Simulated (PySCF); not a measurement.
**Vertical excitation energies**

Species: C3H11NOSi.
SMILES: `CCN[SiH2]OC`

The calculation used TDDFT wB97X-D/def2-SVPD, vertical, gas phase, core orbitals frozen in the response (PySCF). The structure is a single GFN2-xTB conformer in the gas phase; no vibrational or solvent corrections. Torsions of this conformer, `[CH3:1][CH2:2][NH:3][SiH2:4][O:5][CH3:6]`: C1–C2–N3–Si4 150°, C2–N3–Si4–O5 179°, N3–Si4–O5–C6 61°.

Question: Predict the UV-vis stick spectrum at this level.

Answer: 

```
state  λ (nm)  E (eV)       f  main configurations (H = HOMO, L = LUMO)
   S1   193.2    6.42   0.014                    H→L+1 (46%), H→L (42%)
   S2   186.3    6.65  0.0038       H→L+1 (36%), H→L (35%), H→L+4 (11%)
   S3   165.0    7.51   0.029     H→L+3 (33%), H→L+2 (32%), H→L+5 (27%)
   S4   159.2    7.79   0.013                H-1→L+1 (67%), H-1→L (19%)
   S5   157.5    7.87   0.011     H→L+2 (27%), H→L+5 (25%), H→L+4 (22%)
   S6   157.0    7.90   0.026     H→L+3 (27%), H→L+4 (25%), H→L+2 (21%)
   S7   153.5    8.08   0.049     H→L+6 (28%), H→L+5 (28%), H→L+4 (22%)
   S8   149.6    8.29  0.0081                H-2→L+1 (61%), H-2→L (19%)
```

Triplets (Tamm–Dancoff): T1 6.23 eV, H→L+1 (57%), H→L (24%); T2 6.50 eV, H→L (46%), H→L+1 (21%), H→L+4 (12%); T3 7.39 eV, H→L+3 (33%), H→L+2 (26%), H→L+5 (23%).

The lowest singlet comes at 193 nm (619 kJ/mol) in the vacuum ultraviolet; it is weak; its leading configuration is HOMO→LUMO+1 (46%). The most intense listed level is S7 at 8.08 eV (153 nm, f = 0.049), 1.66 eV above S1. Löwdin shares by element: HOMO nitrogen 55%, silicon 10%, carbon 10% or more, hydrogen 6% or more (atoms not listed hold the other 19%); LUMO carbon 24% or more, silicon 23%, hydrogen 8% or more (atoms not listed hold the other 46%). Orbital energies (eV): HOMO-3 -11.66, HOMO-2 -10.54, HOMO-1 -10.08, HOMO -8.66, LUMO 2.23, LUMO+1 2.38, LUMO+2 2.87. The oscillator strengths of these states sum to 0.154; summed over the whole spectrum of an exact calculation they would give the number of electrons, 58 (Thomas–Reiche–Kuhn). Of the 8 states listed, 6 reach f = 0.01 and none stays under 0.0005. No computed singlet lies in the visible range (380 to 750 nm); the lowest, at 193 nm, stands 3.15 eV above its violet end (3.26 eV). The window holds the lowest 8 singlets.

Without π bonds the low states are Rydberg-like; a valence basis with one diffuse set may place them up to an eV too high.
